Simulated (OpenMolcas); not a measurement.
## Cr2+ in CaO: curves along the breathing mode

Cr2+ with its 6 nearest oxide ions, on the Ca site of CaO (a = 4.8105 Å, distance in the model lattice 2.405 Å). The rest of the host is ab initio model potentials to 7.6 Å, with orthogonalisation functions on the cations behind the ligands, and point charges beyond; the distance is set by hand and nothing relaxes. Ligand basis ANO-RCC-VDZP.

| Quantity | Value |
| --- | --- |
| Program | OpenMolcas 26.06 |
| Method | CASSCF |
| Basis | ANO-RCC-VDZP [5s4p2d1f] |
| Scalar Hamiltonian | DKH2, point nucleus |
| Active space | 4 electrons in 5 orbitals (3d) |
| State averaging | 2S+1 = 5 even, 5 roots; 2S+1 = 3 even, 45 roots; 2S+1 = 1 even, 50 roots |
| Spin-orbit coupling | RASSI with atomic mean-field integrals over the reference wave functions |

Spin-free energies (labels of O, the rotations of Oh) in cm-1 above the lowest fitted minimum, as all ligands move together:

```tsv
R (Å)	5E	5T2	3T1	3E	3T1(2)	3T2	1T2
2.11	12150	24190	21490	31350	31990	32810	31240
2.159	5950	17060	16180	25160	25820	26620	25880
2.209	1970	12250	12980	21180	21870	22640	22640
2.259	170	9720	11850	19360	20100	20840	21480
2.309	400	9320	12660	19580	20360	21080	22270
2.358	2510	10910	15280	21690	22510	23200	24850
2.408	6570	14500	19770	25720	26590	27250	29320
```

Cubic fits give the following; the wavenumber is harmonic, with the mass of all moving ligands, small differences in it between states hang on the degree of the fit, a number in brackets counts states of one label, and the table is a selection of at most 14 states with clean curves.

| State | R0 (Å) | Breathing mode (cm-1) | Minimum (cm-1) |
| --- | --- | --- | --- |
| 5E | 2.278 | 534 | 0 |
| 5T2 | 2.293 | 541 | 9210 |
| 3T1 | 2.263 | 526 | 11820 |
| 3E | 2.278 | 533 | 19190 |
| 3T1(2) | 2.277 | 534 | 19950 |
| 3T2 | 2.278 | 534 | 20680 |
| 1T2 | 2.263 | 527 | 21450 |
| 1E | 2.265 | 527 | 22450 |
| 3A2 | 2.279 | 535 | 22550 |
| 3A1 | 2.277 | 534 | 23090 |
| 3E(2) | 2.280 | 533 | 26450 |
| 1A1 | 2.271 | 529 | 26990 |
| 3T1(3) | 2.289 | 537 | 27860 |
| 1A2 | 2.278 | 534 | 28700 |

The minimum of 5T2 is shifted by +0.0151 Å against 5E (from the unrounded fits). With M = 96.0 u for the moving shell, the Huang-Rhys factor in this mode is S = M ω ΔR² / 2ħ = 0.01483 × 96.0 × 534 × 0.0151² = 0.17. Only the first shell moves, against a rigid host.

An orbital doublet at a regular site is open to a Jahn-Teller distortion, which this geometry leaves out. Without dynamic correlation the repulsion within the d shell is too large (B by tens of per cent), so at a given field states of lower spin stand too high. Ligand-to-metal charge-transfer states are missing. With no ligand orbital active B as a rule stays too high, so bands that hang on it stand too high and its fall with covalency is understated. With metal d orbitals alone and no dynamic correlation 10Dq can be off by a tenth to a fifth, either way, in oxide and fluoride hosts. No measured value stands beside these numbers.
